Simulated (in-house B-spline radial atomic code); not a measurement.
A fraction x of an electron is removed from 3p in the zinc ion Zn²⁺, starting from [Ar] 3d10 and keeping the highest spin. Method: non-relativistic Hartree-Fock with fractional occupations, spin-polarised, spherical fractional occupations, point nucleus. Calculated with a B-spline radial code for spherical atoms.

Caution: exact exchange at fractional occupations of open shells leaves self-interaction of up to several eV.

```tsv
x	E(x) - E(0) (eV)	3p down level (eV)
0	0.0000	-124.909
0.02	2.5000	-125.092
0.19	23.9009	-126.696
0.31	39.1746	-127.872
0.45	57.1753	-129.288
0.5	63.6525	-129.803
0.57	72.7643	-130.535
0.63	?	?
0.83	107.0647	-133.336
0.97	?	?
1	129.8926	-135.235
```

**Question.** What belongs in the row x = 0.63?

**Answer.** An energy change of 80.6154 eV; 3p down at -131.170 eV.

**Question.** What belongs in the row x = 0.97?

**Answer.** An energy change of 125.8406 eV; 3p down at -134.897 eV.

**Question.** Check Janak's theorem between x = 0.02 and 0.19.

**Answer.** The slope of the energy is 125.89 eV; the orbital levels give 125.89 eV (-ε of the emptying orbital, averaged over the two points).
